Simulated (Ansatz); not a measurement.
One change: `[NH2][Sn][Cl]` becomes `[Cl][Sn][Cl]`.

Ansatz, PBE0-D4/def2-TZVP geometries, multiplicity 1. Each molecule was computed in one conformer, which needn't be the lowest.

Elements past krypton have def2 core potentials.

```json
{"property": "size of the dipole moment (ωB97M-V/def2-TZVPP) / D", "`[NH2][Sn][Cl]`": "3.19"}
{"property": "HOMO–LUMO gap (ωB97M-V/def2-TZVPP) / eV", "`[NH2][Sn][Cl]`": "9.25"}
{"property": "LUMO energy (PBE0/def2-TZVPP) / eV", "`[NH2][Sn][Cl]`": "-2.09"}
{"property": "HOMO energy (PBE/def2-TZVPP) / eV", "`[NH2][Sn][Cl]`": "-6.34"}
{"property": "HOMO energy (PBE0/def2-TZVPP) / eV", "`[NH2][Sn][Cl]`": "-7.51"}
{"property": "LUMO energy (PBE/def2-TZVPP) / eV", "`[NH2][Sn][Cl]`": "-2.74"}
```

Task: Give the same properties after the change, and the shifts. (Estimate.)

Result: Ansatz gave: 
```json
{"property": "size of the dipole moment (ωB97M-V/def2-TZVPP) / D", "`[Cl][Sn][Cl]`": "3.29", "shift": "0.10"}
{"property": "HOMO–LUMO gap (ωB97M-V/def2-TZVPP) / eV", "`[Cl][Sn][Cl]`": "8.72", "shift": "-0.53"}
{"property": "LUMO energy (PBE0/def2-TZVPP) / eV", "`[Cl][Sn][Cl]`": "-3.12", "shift": "-1.03"}
{"property": "HOMO energy (PBE/def2-TZVPP) / eV", "`[Cl][Sn][Cl]`": "-6.95", "shift": "-0.61"}
{"property": "HOMO energy (PBE0/def2-TZVPP) / eV", "`[Cl][Sn][Cl]`": "-8.03", "shift": "-0.52"}
{"property": "LUMO energy (PBE/def2-TZVPP) / eV", "`[Cl][Sn][Cl]`": "-3.76", "shift": "-1.02"}
```

With PBE0 the HOMO falls by 0.52 eV and the LUMO falls by 1.03 eV, so the gap narrows by about 0.51 eV. PBE moves the HOMO by -0.61 eV and ωB97M-V by -0.46 eV. The zero-point energy changes by -63.1 kJ/mol with -6 modes. Dipoles are sizes alone; their direction can turn.
